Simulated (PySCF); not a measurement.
## Telling isomers of C8H7N apart by NMR

Level of theory: shieldings: GIAO PBE0/pcSseg-1, structure optimised with PBE0-D3(BJ)/def2-SVP, J couplings at B3LYP/pcJ-1 (spin–dipole term left out of most H,H and C,H couplings), in PySCF 2.14.0 with density-fitted response routines (equivalent nuclei averaged, one computed conformer, isolated molecule, no relativistic terms).

Chemical shifts δ = σref − σ; ¹H and ¹³C against TMS, all at this level. Multiplet labels drop J under 1 Hz and among equivalent protons, and merge close values. Unscaled 3J(H,H) run several per cent high. Shifts are as computed. Against solution values, carbons near 30 ppm lie about +2 ppm off and those near 130 ppm about +5 ppm. Of 1309 compounds with measured shifts, 239 miss one by over three times the rms of a fit or turn the order of signals round; such compounds aren't used in these exercises.

(1) Tabulate the signals of `CC#Cc1cccnc1`, `Cc1cccc(C#N)c1` and their relative energies.

(2) What is the quickest way to tell CC#Cc1cccnc1 from Cc1cccc(C#N)c1?

Answers

(1) 
```json
{"SMILES": "CC#Cc1cccnc1", "carbon types": "3×C 4×CH 1×CH3", "δC": "159.7, 153.2, 145.0, 127.3, 125.3, 98.5, 83.3, 5.7", "δH": "8.80 (dd, 1H), 8.61 (dd, 1H), 7.69 (dt, 1H), 7.15 (ddd, 1H), 2.18 (s, 3H)", "E rel. (kcal/mol)": "34.3"}
{"SMILES": "Cc1cccc(C#N)c1", "carbon types": "3×C 4×CH 1×CH3", "δC": "144.3, 139.5, 138.4, 136.5, 134.1, 124.4, 118.1, 23.0", "δH": "7.56 (m, 1H), 7.55 (m, 1H), 7.48 (m, 1H), 7.48 (m, 1H), 2.44 (d, 3H)", "E rel. (kcal/mol)": "0.0"}
```

Energies are electronic energies at PBE0/pcSseg-1 on these geometries, without zero-point or thermal terms, each for the one conformer computed, which needn't be the lowest.

(2) Both give the same number of carbon signals, with the same numbers of each carbon type, so the positions decide. The first has an alkyne carbon (C) at 83.3 ppm, the second a substituted aromatic carbon (C) at 144.3 ppm. Their most deshielded carbons lie at 159.7 and 144.3 ppm. In the proton spectra the most deshielded non-exchanging signals are 8.80 (dd, J = 2.1, 1.0 Hz, 1H) and 7.56 (m, 1H).
